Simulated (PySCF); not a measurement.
Two species compared at the same levels of theory.

First species: C₄H₁₃NSi₃.
Atom-mapped SMILES: `[CH3:1][Si@:2]([SiH3:3])([CH2:4][SiH3:5])[CH2:6][C:7]#[N:8]` (hydrogens: H9, H10, H11 on C1; H12, H13, H14 on Si3; H15, H16 on C4; H17, H18, H19 on Si5; H20, H21 on C6)

Second species: C4H10F2OSi2.
InChI=1S/C4H10F2OSi2/c1-8(2)9(6)4(5)3-7/h3-4,8-9H,1-2H3/t4-,9-/m1/s1

Levels: PBE0/pcSseg-1 for dipole moment, HOMO energy, LUMO energy and HOMO–LUMO gap; GFN2-xTB for rotational constant A and rotational constant C. Geometries: GFN2-xTB. All species are isolated and taken at one optimised geometry, non-relativistic unless stated. Electronic properties by PySCF.

The conformers computed, where there is a choice (atom-mapped SMILES and torsion angles):
- `[CH3:1][Si@:2]([SiH3:3])([CH2:4][SiH3:5])[CH2:6][C:7]#[N:8]`: C1–Si2–C4–Si5 -171°, C1–Si2–C6–C7 61°
- `[CH3:1][SiH:2]([CH3:3])[Si@@H:4]([F:5])[C@@H:6]([F:7])[CH:8]=[O:9]`: C1–Si2–Si4–F5 178°, Si2–Si4–C6–F7 -36°, Si4–C6–C8–O9 64°

```
             property   column X   column Y
        dipole moment     2.57 D     3.47 D
          HOMO energy   -7.70 eV   -8.44 eV
          LUMO energy   -1.34 eV   -0.37 eV
        HOMO–LUMO gap    6.36 eV    8.07 eV
rotational constant A  1.416 GHz  1.109 GHz
rotational constant C  0.628 GHz  0.641 GHz
```

(1) Which column belongs to which species?

(2) How does each property change from the first species to the second?

Answers

(1) Column X is the second species and column Y the first. The first has 21 atoms and 86 electrons, the second 19 and 88.

(2) dipole moment -0.90 D; HOMO energy +0.74 eV; LUMO energy -0.97 eV; HOMO–LUMO gap -1.71 eV; rotational constant A +0.307 GHz; rotational constant C -0.013 GHz.

On the first: A dipole of 3.47 D is allowed in C1, and pure rotational transitions are dipole-allowed. The dipole equals about 11.6 × 10⁻³⁰ C·m (1 D = 3.33564 × 10⁻³⁰ C·m).

On the second: A dipole of 2.57 D is allowed in C1, and pure rotational transitions are dipole-allowed. The dipole matches unit charges of opposite sign 0.53 Å apart (1 e·Å = 4.8032 D).
